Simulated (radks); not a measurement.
The numbers below are computed, except where a source is named.
How relativity changes the ionisation of the thulium ion Tm23+ ([Kr] 4d10) to Tm24+ ([Kr] 4d9). Spin-unpolarised spherical Kohn-Sham, PBE, point nucleus unless stated (finite: rms radius 5.2256 fm), a radial shooting solver on a logarithmic mesh with Libxc functionals. A level marked "c x" has the speed of light scaled by that factor and shares open shells by 2j + 1; other Dirac levels either fill j = l - 1/2 first or share by 2j + 1.

non-rel.: E(Tm23+) (hartree) -12729.8179; E(Tm24+) (hartree) -12699.2221; IE (eV) 832.55; HOMO 4d; <r> HOMO (bohr) 0.5079
scalar-rel.: E(Tm23+) (hartree) -13354.2437; E(Tm24+) (hartree) -13323.7286; IE (eV) 830.36; HOMO 4d; <r> HOMO (bohr) 0.5070
scalar-rel., finite nucleus: E(Tm23+) (hartree) -13352.7810; E(Tm24+) (hartree) -13322.2656; IE (eV) 830.36; HOMO 4d; <r> HOMO (bohr) 0.5070
Dirac, 2j+1 shares: E(Tm23+) (hartree) -13368.9141; E(Tm24+) (hartree) -13338.4067; IE (eV) 830.15; HOMO 4d5/2; <r> HOMO (bohr) 0.5100
Dirac, low j first: E(Tm23+) (hartree) -13368.9141; E(Tm24+) (hartree) -13338.5726; IE (eV) 825.63; HOMO 4d5/2; <r> HOMO (bohr) 0.5100
Dirac, 2j+1 shares, finite nucleus: E(Tm23+) (hartree) -13367.4404; E(Tm24+) (hartree) -13336.9327; IE (eV) 830.16; HOMO 4d5/2; <r> HOMO (bohr) 0.5100
Dirac, c x 0.75: E(Tm23+) (hartree) -14020.0966; E(Tm24+) (hartree) -13989.6871; IE (eV) 827.48; HOMO 4d5/2; <r> HOMO (bohr) 0.5123
Dirac, c x 3: E(Tm23+) (hartree) -12792.9584; E(Tm24+) (hartree) -12762.3708; IE (eV) 832.33; HOMO 4d5/2; <r> HOMO (bohr) 0.5081
Dirac, c x 100: E(Tm23+) (hartree) -12729.8740; E(Tm24+) (hartree) -12699.2782; IE (eV) 832.55; HOMO 4d5/2; <r> HOMO (bohr) 0.5079

NIST Atomic Spectra Database: 825 eV (theoretical). The relativistic part of the total energy of Tm23+ is -637.6 hartree (Dirac, 2j+1 shares, finite nucleus), 5 % of the non-relativistic value. Spin polarisation and multiplet splitting of open shells are left out at every level.

Beside tabulated values, note that relativity, absent from the non-relativistic runs, is large for the heavy elements, and spin-unpolarised runs miss the spin-polarisation part of the exchange energy of open shells.
